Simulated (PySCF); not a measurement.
Species: C4H9O2S (charge -1).
Geometry (GFN2-xTB, Å), atoms numbered from 1 in this order:
```
atom  x, y, z in Å
C1    -2.2484    0.2925    0.4779
C2    -0.9041   -0.4123    0.3349
C3    -0.0132    0.2486   -0.7128
C4     1.3386   -0.4244   -0.7823
S5     2.2916   -0.1020    0.8784
O6     3.6637   -0.5658    0.5157
O7     2.1951    1.3854    0.9783
H8    -2.7876    0.2903   -0.4695
H9    -2.8696   -0.1979    1.2271
H10   -2.0964    1.3264    0.7795
H11   -1.0676   -1.4608    0.0663
H12   -0.3734   -0.3888    1.2872
H13    0.1588    1.2895   -0.4249
H14   -0.5217    0.2420   -1.6886
H15    1.9625   -0.0080   -1.5714
H16    1.2640   -1.5059   -0.9072
```

The closed-shell SCF was solved with PySCF and density fitting under several settings on one GFN2-xTB geometry (grid level 2 and gas phase unless stated).

```csv
settings,basis functions,SCF cycles,E (Eh),HOMO (eV),LUMO (eV)
PBE0/pcSseg-1,171,15,-705.9384,-0.18,4.72
"BLYP/def2-SVPD, IEF-PCM dichloromethane",225,17,-706.1283,-3.42,0.63
```

Estimate the row for these settings: LC-wPBE/IGLO-II.

| settings | basis functions | SCF cycles | E (Eh) | HOMO (eV) | LUMO (eV) |
| --- | --- | --- | --- | --- | --- |
| LC-wPBE/IGLO-II | 221 | 15 | -706.2643 | -2.74 | 6.85 |

Over all rows, what range does the HOMO–LUMO gap span?

From 4.05 eV (BLYP/def2-SVPD, IEF-PCM dichloromethane) to 9.59 eV (LC-wPBE/IGLO-II). The functional of the narrowest has no exact exchange, that of the widest range-separated exact exchange.

Cycle counts include a coarse-grid stage where the run had one. The structure is a single GFN2-xTB conformer; no vibrational corrections.
